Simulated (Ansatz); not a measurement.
Reactions of `N[Si](N)(N)Cl`.

Computed with Ansatz on PBE0-D4/def2-TZVP structures; ΔE is electronic, products minus reactants. CCSD(T)/CBS adds triple-zeta CCSD(T) − MP2 to the extrapolated MP2 energy (def2 sets, frozen cores). This one scheme is used for every species. Functionals use def2-TZVPP. For Br outer-core shells are correlated without core-valence functions, which leaves a few kJ/mol of doubt a bond. Scalar relativity is left out up to krypton. Each species was taken in one conformer, which may not be the lowest.

```
                                      reaction  B97M-V (eV)  r2SCAN-D4 (eV)  HF/CBS(def2) (eV)  CCSD(T)/CBS(def2) (eV)
 `N[Si](N)(N)Cl` + H–F → `N[Si](N)(F)Cl` + NH₃        -1.10           -1.04              -1.15                   -0.97
    `N[Si](N)(N)Cl` + H₂ → `N[SiH](N)Cl` + NH₃         0.42            0.49               0.30                    0.45
`N[Si](N)(N)Cl` + HBr → `N[Si](N)(Cl)Br` + NH₃        -0.40           -0.42              -0.33                   -0.42
  `N[Si](N)(N)Cl` + H₂O → `N[Si](N)(N)O` + HCl        -0.06           -0.04              -0.12                   -0.04
```

Largest T1 diagnostic: 0.010, for `N[Si](N)(N)O`.
